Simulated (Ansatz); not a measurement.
Geometry optimisation, Ansatz, UKS B3LYP/def2-SVP.

input.yaml

```yaml
crystal:
  periodic: [false, false, false]
  atoms:
    - { symbol: W, position_ang: [-0.026156, 0.050827, -0.476192] }
    - { symbol: H, position_ang: [-0.196071, -0.097147, 2.443219] }
    - { symbol: O, position_ang: [1.673069, -0.040166, 0.295321] }
    - { symbol: H, position_ang: [2.00182, -0.946757, 0.45627] }
    - { symbol: F, position_ang: [-0.134453, 1.940088, -0.450125] }
    - { symbol: F, position_ang: [-1.507086, -0.00857, 0.634755] }
    - { symbol: F, position_ang: [0.046519, -1.859765, -0.430151] }
    - { symbol: F, position_ang: [0.133309, 0.05641, -2.31527] }
    - { symbol: H, position_ang: [0.376151, -0.046819, 2.872472] }
magnetization:
  spin_polarized: true
  initial_magnetization: 1
basis:
  gaussian: { orbitals: def2-SVP }
hamiltonian:
  xc: b3lyp
relax:
  f_tol: 0.03
  max_steps: 50
```

Launched with:

```bash
$ ansatz run input.yaml --threads 4 --pin off --max-ram 5120MiB --backend cpu --events-out ev --progress --plain --runs-dir out
```

Problem. Where does it end, and by what steps?

Solution. The run converged. After 6 steps the energy has fallen by 0.125 eV; H2 moved furthest, 0.62 Å.

```csv
step,energy less start (eV),largest force component (eV/Å),accepted
0,0.0000,1.395,yes
1,-0.0807,0.551,yes
2,-0.1078,0.432,yes
3,-0.1060,0.487,no
4,-0.1204,0.044,yes
5,-0.1242,0.051,yes
6,-0.1248,0.017,yes
```

```xyz
9
Properties=species:S:1:pos:R:3
W -0.018 0.052 -0.630
H -0.305 -0.095 3.057
O 1.637 -0.047 0.234
H 1.955 -0.961 0.382
F -0.143 1.942 -0.636
F -1.448 -0.017 0.540
F 0.079 -1.858 -0.624
F 0.165 0.071 -2.468
H 0.444 -0.039 3.174
```

Whether the end is a true minimum wasn't checked by a vibrational analysis.

The run took 29 s on 4 threads of Intel(R) Xeon(R) Platinum 8375C CPU @ 2.90GHz (Ice Lake), on a shared host, peak memory 0.44 GiB.
